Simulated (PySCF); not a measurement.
# One molecule, several mistakes: B2CGeH7

These are calculations, not measurements. They come from PySCF 2.14.0, an open-source quantum chemistry program, on an isolated molecule that a program drew, which may never have been made. The molecule is B2CGeH7 (charge 0, doublet), drawn as the SMILES string `[BH2][GeH2][B]C`.

Each row is a Hartree-Fock (HF) and frozen-core CCSD(T) single point in the cc-pVDZ basis, meant for a local HF minimum. Run 1 is clean. Each other run has one planted mistake out of seven kinds, and not every kind appears here: one electron removed, one electron added, multiplicity raised by two, geometry at a saddle point, minimal basis STO-3G, one bond length entered in bohr, all coordinates scaled. The reference is restricted for singlets and unrestricted otherwise, and also for a bond in bohr. Adding or removing an electron swaps singlet and doublet. Electrons count all cores. HOMO and LUMO are orbital energies over both spins, the gradient is its largest component, and the lowest frequency (negative if imaginary) is given only where the gradient is small. Bond lengths are over the 10 bonds as drawn. T1 is the CCSD diagnostic: over 0.02 (restricted) or 0.045 (unrestricted) a single reference is doubtful. Germanium has the cc-pVDZ-PP basis, with a core potential (ECP10MDF) in place of its 10 inner electrons, and its 3s, 3p and 3d shells are frozen in CCSD(T).

Geometry of the clean run:
```xyz
11
B2CGeH7, angstrom
B    -1.3258   -3.1996    0.4417
Ge   -2.2511   -1.3610    0.1096
B    -1.0781   -0.1009   -1.0775
C     0.4535   -0.0362   -1.3897
H    -1.5224   -4.1348   -0.2838
H    -0.5238   -3.3297    1.3246
H    -2.4500   -0.5974    1.4334
H    -3.6373   -1.5240   -0.5322
H     1.0876   -0.3471   -0.5528
H     0.7912    0.9364   -1.7551
H     0.6228   -0.7619   -2.2004
```

```
run  electrons  basis functions  <S^2>  HOMO (eV)  LUMO (eV)  gradient (hartree/bohr)  lowest frequency (cm^-1)  mean bond (Å)  longest bond (Å)      T1  HF (hartree)  CCSD(T) (hartree)               mistake
  1         55              100  0.763      -8.02       1.35                  6.8e-06                        38         1.4506             2.091  0.0176    -384.59092         -385.05073              no fault
  2         54              100  0.000     -15.95      -5.44                  5.7e-02                         -         1.4506             2.091  0.0178    -384.34278         -384.79383  one electron removed
  3         56              100  0.000      -0.05       6.26                  2.3e-02                         -         1.4506             2.091  0.0527    -384.54149         -385.06649    one electron added
  4         55              100  1.332      -8.71       0.96                  4.1e-02                         -         1.5898             2.956  0.0426    -384.46362         -384.90989                     ?
```

**Which mistake was planted in run 4, and what did it cost?**

The mean bond changes by a factor of 1.096 and the longest by 1.414, so the molecule wasn't scaled as a whole. A length L in bohr read as angstrom grows by (1/0.5292 - 1) L = 0.890 L. The 10 bonds together grew by 10 x 0.1392 = 1.392 Å, which gives L = 1.565 Å. That is bond B3-C4, 1.564 Å in the clean geometry. So the mistake is: one bond length entered in bohr. Subtracting run 1 and multiplying by 627.51 kcal/mol a hartree, the energy moved by 79.9 kcal/mol in HF and 88.4 kcal/mol in CCSD(T).

Cautions from the logs. Run 3: T1 is over the limit, so its CCSD(T) energy is less reliable.
